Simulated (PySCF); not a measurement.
BFHO, charge +1. Atoms are numbered in the order given.

```xyz
4

O      0.0000     0.0000     1.1884
B      0.0000     0.0000    -0.0338
F      0.0000     0.0000    -1.2772
H      0.0000     0.0000     2.1565
```
Charge +1, spin multiplicity 1.

Geometry optimised at B3LYP-D3(BJ)/def2-TZVP. A frequency run showed that this geometry is not a minimum. The isomer is the one that the SMILES or the coordinates give; other isomers of the formula were not compared.

Vertical ionisation energy (IE) and electron affinity (EA) in eV. Rows of orbital energies are one-electron estimates. Where ΔSCF, EOM or ADC give a negative EA the extra electron is unbound and the value depends on the basis.

```
level                                             IE    EA
---------------------------------------------  -----  ----
−ε(HOMO), −ε(LUMO), M06-2X/def2-TZVPD (PySCF)  21.57  6.32
−ε(HOMO), −ε(LUMO), r2SCAN/def2-TZVPD (PySCF)  18.29  7.47
ADC(2)/aug-cc-pVDZ (PySCF)                     21.98  4.98
```

Computed lowest 1s main lines (those of the lightest heavy element) from CVS-ADC(2)-x/aug-cc-pVDZ (PySCF, non-relativistic), with pole strengths:
212.7 eV (1.63).

### Question
Beyond the first one, list the lowest photoelectron lines from ADC(2)/aug-cc-pVDZ (PySCF) with their pole strengths (two spins summed). (An estimate is asked for; the answer gives what the named calculation found.)

### Answer
24.69 eV (1.77), 24.69 eV (1.77), 26.96 eV (1.77), 29.93 eV (1.78).
